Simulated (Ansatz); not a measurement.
`O[SiH](F)[S][GeH3]` + `[NH2][GeH2][OH]` → `[OH][GeH2][NH][SiH](O)F` + `[SH][GeH3]`  (ligand exchange at the Si–S bond)

Program: Ansatz. Geometries: PBE0-D4/def2-TZVP. ΔE: electronic, gas phase. CBS: MP2 limit from def2 TZ/QZ plus the TZ coupled-cluster correction, frozen cores. Functionals use def2-TZVPP. For Ge outer-core shells are correlated without core-valence functions, which leaves a few kJ/mol of doubt a bond. Scalar relativity is left out up to krypton. One conformer a species, not always the lowest.

```csv
level,ΔE (kJ/mol)
PBE-D4,-21.1
B2PLYP,-31.2
PBE,-20.9
HF/def2-TZVPP,-34.1
MP2/def2-TZVPP,-29.5
SCS-MP2/def2-TZVPP,-31.5
HF/def2-QZVPP,-34.7
SCS-MP2/def2-QZVPP,-29.0
```

Task: What does CCSD(T)/CBS give? (Best estimate.)

Result: Ansatz gave: -29.0 kJ/mol. The listed levels differ from it by 7.9, -2.2, 8.1, -5.1, -0.5, -2.5, -5.7, 0.0 kJ/mol.

Largest T1 diagnostic among the species: 0.012.
